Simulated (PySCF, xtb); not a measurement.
C4H3FOSi, SMILES O[Si](F)(C#C)C#C.

GFN2-xTB in xtb at its own geometry gives an orbital gap of 5.40 eV and a dipole moment of 1.43 D.

Geometry optimised at r2SCAN-D4/def2-SVP. This is a generated structure with no PubChem entry under its InChIKey; it may be hypothetical. The values are those of a single conformer.

What does PBE/def2-TZVP (PySCF) give? (An estimate is asked for; the answer gives what the named calculation found.)

gap 5.31 eV (levels -7.26 and -1.95 eV), dipole 2.00 D.
